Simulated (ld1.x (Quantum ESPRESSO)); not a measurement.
Before and after: TM potential for Pb (Z = 82)

ld1.x (Quantum ESPRESSO) 7.5 input, shortened:

```
&input
   title='Pb', zed=82., rel=1, dft='PBESOL', iswitch=3,
   config='[Xe] 4f14 5d10 5f-2 6s2 6p1'
 /
 &inputp
   pseudotype=2, tm=.true., lloc=0,
   nlcc=.true.
 /
4
6P  2  1   1.00   0.00  2.70  2.70  0.0
5D  3  2  10.00   0.00  1.30  1.30  0.0
5F  4  3  -2.00  -0.10  2.65  2.65  0.0
6S  1  0   2.00   0.00  1.80  1.80  0.0
 &test
   configts(1)='5d10 6s2 6p1'
 /
```

Change: reference 5d10 6s2 6p2.

Cutoffs: the cutoffs (Ry, on a coarse ladder) from which the occupation-weighted sum of valence levels, in a spherical-Bessel basis at the reference potential, stays within 10 and 1 mRy of its value at 400 Ry; they do not see the model core or the augmentation charge, which bear on the density cutoff. Errors are all-electron minus pseudo energies relative to the spin-unpolarised reference configuration.

**Question.** What does the change do?

**Answer.** The potential gets neither clearly harder nor softer (80 Ry and 100 Ry → 80 Ry and 100 Ry); the d channel sets the loose cutoff, while the largest relative change is in p, which becomes softer; neither file shows a bound ghost.

```tsv
quantity	base	changed
cutoff, loose	80 Ry	80 Ry
cutoff, tight	100 Ry	100 Ry
loose cutoff by channel (10 mRy a level)	p 8 Ry, d 45 Ry, s 18 Ry	p 6 Ry, d 45 Ry, s 18 Ry
bound ghosts	none	none
largest error over its own tests, meV	-192	-144
s: phases at 2.97 bohr within 0.05 rad from the reference energy up to (Ry; the scan ends near 5)	1.1	1.6
p: phases at 2.97 bohr within 0.05 rad from the reference energy up to (Ry; the scan ends near 5)	2.1	2.6
d: phases at 2.97 bohr within 0.05 rad from the reference energy up to (Ry; the scan ends near 5)	0.0	0.5
f: phases at 2.97 bohr within 0.05 rad from the reference energy up to (Ry; the scan ends near 5)	2.8	3.2
```
